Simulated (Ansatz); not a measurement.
```yaml
crystal:
  periodic: [false, false, false]
  atoms:
    - {symbol: C, position_ang: [-1.188045, 1.710998, -0.212770]}
    - {symbol: Al, position_ang: [-0.086588, 0.135169, -0.014122]}
    - {symbol: C, position_ang: [0.202645, -0.627961, 1.763437]}
    - {symbol: C, position_ang: [0.723888, -0.687067, -1.592984]}
    - {symbol: H, position_ang: [-1.400429, 2.196835, -1.165006]}
    - {symbol: H, position_ang: [-1.677045, 2.227258, 0.613226]}
    - {symbol: H, position_ang: [-0.170636, -1.656860, 1.814031]}
    - {symbol: H, position_ang: [1.270598, -0.680650, 2.001640]}
    - {symbol: H, position_ang: [-0.286801, -0.060127, 2.558616]}
    - {symbol: H, position_ang: [0.355214, -1.709232, -1.734363]}
    - {symbol: H, position_ang: [1.810658, -0.768971, -1.483196]}
    - {symbol: H, position_ang: [0.523640, -0.134792, -2.514507]}
basis:
  gaussian: {orbitals: cc-pVDZ}
magnetization: {spin_polarized: true, initial_magnetization: 1}
hamiltonian: {xc: {name: rPW86-PBE}}
scf: {lower_state_search: off}
output: {forces: true}
```

```sh
$ ansatz run in.yaml --threads 4 --pin off --events-out ev --progress --plain --max-ram 10444MiB
```

It prints (some lines left out):

```
Functional definition: rPW86-PBE
1257 factors; their error is unknown
mean field evaluation 1: about -9832.3959 eV, gradient 6.2e1 eV
mean field evaluation 2: about -9809.3983 eV, gradient 8.2e1 eV
mean field evaluation 4: about -9852.0909 eV, gradient 7.2e-1 eV
mean field evaluation 8: about -9852.0551 eV, gradient 1.2e-1 eV
mean field evaluation 16: about -9852.0552 eV, gradient 2.3e-4 eV
mean field -9852.05520795 eV, -362.0563509293 hartree, gradient 9.2e-6 eV, S^2 0.752705; 0 other end points of the search recorded, 0 dependent functions left out
reference -9852.05532357 eV, -362.0563551784 hartree; 20, 19 occupied and 80, 81 virtual orbitals, 1257 factors
Total energy: -9852.05532357 eV, -362.0563551784 hartree
Atom 0 at    -1.188045     1.710998    -0.212770 Å, force     0.119125    -0.171857     0.021594 eV/Å
Atom 1 at    -0.086588     0.135169    -0.014122 Å, force     0.018446    -0.026429     0.003297 eV/Å
Atom 2 at     0.202645    -0.627961     1.763437 Å, force    -0.054774     0.108651    -0.130186 eV/Å
Atom 3 at     0.723888    -0.687067    -1.592984 Å, force    -0.087530     0.114855     0.104407 eV/Å
Atom 4 at    -1.400429     2.196835    -1.165006 Å, force    -0.108035     0.245958    -0.471599 eV/Å
Atom 5 at    -1.677045     2.227258     0.613226 Å, force    -0.245160     0.260966     0.407761 eV/Å
Atom 6 at    -0.170636    -1.656860     1.814031 Å, force    -0.159243    -0.467469     0.027351 eV/Å
Atom 7 at     1.270598    -0.680650     2.001640 Å, force     0.480878    -0.033893     0.110793 eV/Å
Atom 8 at    -0.286801    -0.060127     2.558616 Å, force    -0.215646     0.244568     0.374256 eV/Å
Atom 9 at     0.355214    -1.709232    -1.734363 Å, force    -0.156755    -0.464627    -0.065005 eV/Å
Atom 10 at     1.810658    -0.768971    -1.483196 Å, force     0.490108    -0.047511     0.045981 eV/Å
Atom 11 at     0.523640    -0.134792    -2.514507 Å, force    -0.081414     0.236787    -0.428651 eV/Å
Dipole moment:    -0.022248     0.030105    -0.004024 e Å
Checks for a lower state left out: stability, starts, cluster_reference, orbital_swaps, neighbouring_geometries, increment
```

It took 2.3 s on 4 threads of an Arm Neoverse V2 on a shared host, with 0.45 GiB of host memory at the peak.
